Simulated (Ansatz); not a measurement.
H$_{8}$O$_{2}$Si$_{3}$ (`O[SiH2]O[SiH2][SiH3]`). Total charge 0; spin multiplicity 1. The structure was optimised at the PBE0-D4/def2-TZVP level. It is one conformer, not always the lowest.

```xyz
13

O     0.355   -2.281    1.457
Si    0.482   -1.885   -0.127
O    -0.693   -0.859   -0.606
Si   -1.212    0.694   -0.453
Si    0.559    2.164    0.005
H    -0.363   -2.855    1.727
H     1.801   -1.226   -0.250
H     0.359   -3.085   -0.988
H    -2.222    0.769    0.639
H    -1.882    1.078   -1.724
H     0.016    3.544    0.141
H     1.559    2.151   -1.096
H     1.241    1.791    1.274
```

(1) What is the dipole moment at B3LYP/def2-TZVPP? (Best estimate.)

(2) And with PBE, r2SCAN, ωB97M-V? (Estimate.)

(3) Give the Mulliken charges with B3LYP, PBE, r2SCAN in def2-TZVPP. (Estimate.)

Results:

(1) The calculation gave: 1.09 D, with components (-0.85, -0.68, 0.10) D in this frame, pointing from negative to positive charge.

(2) Computed: PBE 1.11 D, r2SCAN 1.12 D, ωB97M-V 1.11 D.

(3) Computed: 
| atom | B3LYP | PBE | r2SCAN |
| --- | --- | --- | --- |
| O1 | -0.39 | -0.35 | -0.41 |
| Si2 | 0.57 | 0.48 | 0.60 |
| O3 | -0.39 | -0.31 | -0.42 |
| Si4 | 0.38 | 0.32 | 0.40 |
| Si5 | 0.13 | 0.07 | 0.14 |
| H6 | 0.19 | 0.19 | 0.20 |
| H7 | -0.08 | -0.08 | -0.08 |
| H8 | -0.09 | -0.09 | -0.10 |
| H9 | -0.08 | -0.07 | -0.08 |
| H10 | -0.07 | -0.06 | -0.08 |
| H11 | -0.06 | -0.04 | -0.06 |
| H12 | -0.05 | -0.04 | -0.06 |
| H13 | -0.05 | -0.03 | -0.05 |

B3LYP here is the variant with VWN-RPA as its local correlation; programs differ in this.
